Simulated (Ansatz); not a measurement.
```yaml
atoms:
  - { symbol: Li, position_ang: [1.1931, 0.0000, 0.0000] }
  - { symbol: Li, position_ang: [-1.1931, 0.0000, 0.0000] }
  - { symbol: F, position_ang: [0.0000, 1.3959, 0.0000] }
  - { symbol: F, position_ang: [0.0000, -1.3959, 0.0000] }
```

Basis set: def2-TZVP (spherical functions). Left uncorrelated: 2 orbitals. Charge 0, multiplicity 1.

Computed with Ansatz (development build ahead of 0.2.0); each method stands on the lowest determinant of its kind that the runs found. Restricted open shells among the atoms or ions are ROHF, correlated in semicanonical orbitals with singles.

Q: Give the atomization energy at this shape (free ground-state atoms in the same class of orbitals less the molecule, no zero-point energy) of singlet Li₂F₂ by RHF-MP2, RHF.

A:

```
 method  atomization energy
RHF-MP2            14.26 eV
    RHF            10.39 eV
```
